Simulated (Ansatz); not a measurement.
Cost and result for the atomization energy of CH5FS2Si (`FC([SiH3])SS`) (10 atoms, 9 bonds).

```xyz
10

F     0.560    1.832   -0.056
C     0.164    0.679   -0.729
Si   -1.296   -0.099    0.226
S     1.547   -0.404   -1.061
S     1.741   -1.522    0.638
H    -0.159    0.987   -1.733
H    -1.534   -1.477   -0.267
H    -2.485    0.746   -0.059
H    -1.019   -0.080    1.679
H     2.482   -0.661    1.361
```

The species carries charge 0 and has multiplicity 1. All single points use the PBE0-D4/def2-TZVP geometry. It is one conformer, not always the lowest. Program: Ansatz. All runs use 4 threads of an Arm Neoverse V2 on a shared host. Times are those of one run each, without the atoms' runs, and a repeat can differ threefold. Electronic energies, without spin–orbit coupling; frozen cores. CCSD(T)/CBS adds CCSD(T) − MP2 in def2-TZVPP to the MP2 limit, and its time is that of the two runs behind it. T1 = 0.013. B3LYP takes the VWN-RPA correlation (the form of Gaussian; ORCA's B3LYP/G).

CCSD(T)/CBS is a level of theory with its own doubt, some kJ/mol a heavy atom from the limit and from the frozen cores, so smaller differences don't rank the functionals.

```csv
level,functions,wall time,atomization (kJ/mol),difference from CCSD(T)/CBS,per bond
PBE-D4/def2-TZVPP (with forces),258,2.5 s,3209.3,67.1,7.5
PBE0-D4/def2-TZVPP,258,3.5 s,3140.4,-1.8,-0.2
r2SCAN-D4/def2-TZVPP (with forces),258,5.5 s,3157.1,14.9,1.7
B3LYP-D4/def2-TZVPP (with forces),258,5.5 s,3131.3,-10.9,-1.2
B2PLYP/def2-TZVPP,258,6 s,3081.0,-61.2,-6.8
ωB97X-V/def2-TZVPP,258,8.5 s,3169.4,27.2,3.0
ωB97M-V/def2-TZVPP (with forces),258,13 s,3164.8,22.6,2.5
MP2/def2-QZVPP,474,21 s,3143.5,1.3,0.1
CCSD(T)/def2-TZVPP,258,2.6 min,3035.6,-106.6,-11.8
CCSD(T)/CBS(def2),–,2.9 min,3142.2,0.0,0.0
```

The D4 term adds +45.8 kJ/mol with B3LYP and +23.9 kJ/mol with PBE0; it sums over pairs of atoms, weighted by their polarisabilities, and B3LYP, whose exchange is more repulsive, gets the larger term. In def2-TZVPP, CCSD(T) changes the Hartree–Fock value by +859.0 kJ/mol (the triples alone add +59.1 kJ/mol) and MP2 by +904.1 kJ/mol; breaking electron pairs costs correlation energy, which Hartree–Fock lacks. From PBE to PBE0 (25 % exact exchange), in def2-TZVPP and without D4, the atomization energy moves by −64.7 kJ/mol: exact exchange takes away binding that semilocal exchange gives to molecules.
